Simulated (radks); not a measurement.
The numbers below are computed, except where a source is named.
Initial-state core-level shifts of neutral lanthanum when its valence configuration changes from [Xe] 5d1 6s2. Code: a radial shooting solver on a logarithmic mesh with Libxc functionals. Model: scalar-relativistic Kohn-Sham, SCAN, spin-polarised, spherical densities, finite nucleus; open shells are filled with parallel spins first (spin-orbit coupling, left out, can overturn this in heavy ions); meta-GGA in the generalised Kohn-Sham scheme; Fermi nuclear charge, rms radius 4.855 fm. Shifts are changes of the shell-averaged eigenvalues in eV (positive: less bound); the change of the density at the nucleus, which sets a Mossbauer isomer shift, is in e/bohr^3, on a base of 3.646e+05.

valence              1s      3s      3p      5p  density at nucleus
5d1 6s1 6p1      -0.815  -0.821  -0.820  -0.802              -13.78
5d0.5 6s2 6p0.5  -1.539  -1.579  -1.580  -1.404               +3.41
5d2 6s1          +2.012  +2.076  +2.077  +1.861              -16.73
4f2 5d1          +5.594  +7.372  +7.354  +1.797              -52.22
4f1.5 5d1 6p0.5  +5.540  +7.178  +7.162  +1.989              -50.75
5d1 6s1.5 6p0.5  -0.498  -0.499  -0.499  -0.489               -6.93
